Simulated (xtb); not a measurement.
C₄H₄N (SMILES [c]1ccc[nH]1), doublet, at a GFN2-xTB geometry; GFN2-xTB run with xtb 6.7.1.

xtb was given this input:
```
$ xtb mol.xyz --gfn 2 --uhf 1 --hess --json

# file mol.xyz
9

H     -0.00306512     0.07735829     2.15139521
N     -0.00173582     0.06478905     1.14577413
C     -0.00544177     1.14296516     0.34032033
C      0.00416020    -1.05198339     0.35633521
C     -0.00219146     0.77883833    -0.96507126
C      0.00402130    -0.64308464    -0.94873942
H      0.00794089    -2.03683772     0.77993376
H     -0.00387345     1.41173950    -1.82730995
H      0.00785878    -1.26619621    -1.82150703
```

Problem. Write the output that xtb gives for this input, abridged.

Solution. 
```
   ID    Z sym.   atoms
    1    1 H      1, 7-9
    2    7 N      2
    3    6 C      3-6

           -------------------------------------------------
          |                Calculation Setup                |
           -------------------------------------------------

           -------------------------------------------------
          |                 G F N 2 - x T B                 |
           -------------------------------------------------

          ...................................................
          :                      SETUP                      :
          :.................................................:
          :  # basis functions                  24          :
          :  # atomic orbitals                  24          :
          :  # shells                           14          :
          :  # electrons                        25          :
          :  max. iterations                   250          :
          :  Hamiltonian                  GFN2-xTB          :
          :  restarted?                      false          :
          :  GBSA solvation                  false          :
          :  PC potential                    false          :
          :  electronic temp.          300.0000000     K    :
          :  accuracy                    1.0000000          :
          :  -> integral cutoff          0.2500000E+02      :
          :  -> integral neglect         0.1000000E-07      :
          :  -> SCF convergence          0.1000000E-05 Eh   :
          :  -> wf. convergence          0.1000000E-03 e    :
          :  Broyden damping             0.4000000          :
          :  net charge                          0          :
          :  unpaired electrons                  1          :
          ...................................................

 iter      E             dE          RMSdq      gap      omega  full diag
   1    -13.5721426 -0.135721E+02  0.421E+00    4.72       0.0  T
   2    -13.6196136 -0.474710E-01  0.306E+00    4.31       1.0  T
   3    -13.6262066 -0.659301E-02  0.171E+00    4.39       1.0  T
   4    -13.6238404  0.236622E-02  0.806E-01    4.48       1.0  T
   5    -13.6284099 -0.456948E-02  0.125E-01    4.42       1.0  T
   6    -13.6284322 -0.223512E-04  0.697E-02    4.45       1.0  T
   7    -13.6284613 -0.290521E-04  0.302E-02    4.43       1.1  T
   8    -13.6284624 -0.108721E-05  0.109E-02    4.43       3.1  T
   9    -13.6284630 -0.580553E-06  0.363E-03    4.43       9.2  T
  10    -13.6284630 -0.388250E-07  0.176E-03    4.43      18.9  T
  11    -13.6284630 -0.140352E-07  0.261E-04    4.43     127.7  T
  12    -13.6284630 -0.189669E-09  0.963E-05    4.43     346.0  T

   *** convergence criteria satisfied after 12 iterations ***

         :::::::::::::::::::::::::::::::::::::::::::::::::::::
         ::                     SUMMARY                     ::
         :::::::::::::::::::::::::::::::::::::::::::::::::::::
         :: total energy             -13.397410300799 Eh    ::
         :: gradient norm              0.000057630052 Eh/a0 ::
         :: HOMO-LUMO gap              4.432887832717 eV    ::
         ::.................................................::
         :: SCC energy               -13.628461946787 Eh    ::
         :: -> isotropic ES            0.003679831368 Eh    ::
         :: -> anisotropic ES          0.003066353262 Eh    ::
         :: -> anisotropic XC          0.008233792955 Eh    ::
         :: -> dispersion             -0.005016305345 Eh    ::
         :: repulsion energy           0.231051645988 Eh    ::
         :: add. restraining           0.000000000000 Eh    ::
         :: total charge               0.000000000000 e     ::
         :::::::::::::::::::::::::::::::::::::::::::::::::::::

           -------------------------------------------------
          |                Numerical Hessian                |
           -------------------------------------------------
step length          :   0.00500
[...]
 IR intensities (km·mol⁻¹)
   1:  1.62   2:  0.02   3:  0.28   4:  1.07   5:  0.23   6:  0.85   7:  2.68   8: 45.34
   9: 20.37  10: 11.84  11: 21.92  12:  2.14  13:  0.21  14:  1.85  15: 11.90  16: 10.93
  17:  5.61  18: 19.08  19: 27.24  20:  1.95  21:  1.29  22: 50.42  23:  4.25  24: 13.50
  25: 32.05  26: 19.64  27: 11.28
 Raman intensities (Ä⁴*amu⁻¹)
   1:  0.00   2:  0.00   3:  0.00   4:  0.00   5:  0.00   6:  0.00   7:  0.00   8:  0.00
   9:  0.00  10:  0.00  11:  0.00  12:  0.00  13:  0.00  14:  0.00  15:  0.00  16:  0.00
  17:  0.00  18:  0.00  19:  0.00  20:  0.00  21:  0.00  22:  0.00  23:  0.00  24:  0.00
  25:  0.00  26:  0.00  27:  0.00
 output can be read by thermo (or use thermo option).
 writing <g98.out> molden fake output.
 recommended (thermochemical) frequency scaling factor: 1.0
           -------------------------------------------------
          |             Thermodynamic Functions             |
           -------------------------------------------------

cs  symmetry found (for desy threshold:  0.10E+00) used in thermo

          ...................................................
          :                      SETUP                      :
          :.................................................:
          :  # frequencies                          21      :
          :  # imaginary freq.                       0      :
          :  linear?                             false      :
          :  only rotor calc.                    false      :
          :  symmetry                               cs      :
          :  rotational number                       1      :
          :  scaling factor                  1.0000000      :
          :  rotor cutoff                   50.0000000 cm⁻¹ :
          :  imag. cutoff                  -20.0000000 cm⁻¹ :
          :.................................................:

    mode    ω/cm⁻¹     T·S(HO)/kcal·mol⁻¹    T·S(FR)/kcal·mol⁻¹   T·S(vib)
   ------------------------------------------------------------------------
   ------------------------------------------------------------------------

   temp. (K)  partition function   enthalpy   heat capacity  entropy
                                   cal/mol     cal/K/mol   cal/K/mol   J/K/mol
 298.15  VIB   1.65                  816.582      8.933      3.734
         ROT  0.406E+05              888.752      2.981     24.069
         INT  0.670E+05             1705.334     11.914     27.803
         TR   0.520E+27             1481.254      4.968     38.466
         TOT                        3186.5879    16.8822    66.2685   277.2674

       T/K    H(0)-H(T)+PV         H(T)/Eh          T*S/Eh         G(T)/Eh
   ------------------------------------------------------------------------
    298.15    0.507815E-02    0.726725E-01    0.314863E-01    0.411862E-01
   ------------------------------------------------------------------------

         :::::::::::::::::::::::::::::::::::::::::::::::::::::
         ::                  THERMODYNAMIC                  ::
         :::::::::::::::::::::::::::::::::::::::::::::::::::::
         :: total free energy         -13.356224105195 Eh   ::
         ::.................................................::
         :: total energy              -13.397410300818 Eh   ::
         :: zero point energy           0.067594343263 Eh   ::
         :: G(RRHO) w/o ZPVE           -0.026408147641 Eh   ::
         :: G(RRHO) contrib.            0.041186195622 Eh   ::
         :::::::::::::::::::::::::::::::::::::::::::::::::::::

           -------------------------------------------------
          | TOTAL ENERGY              -13.397410300818 Eh   |
          | TOTAL ENTHALPY            -13.324737806440 Eh   |
          | TOTAL FREE ENERGY         -13.356224105195 Eh   |
          | GRADIENT NORM               0.000057815896 Eh/α |
          | HOMO-LUMO GAP               4.432875048622 eV   |
           -------------------------------------------------

normal termination of xtb
```
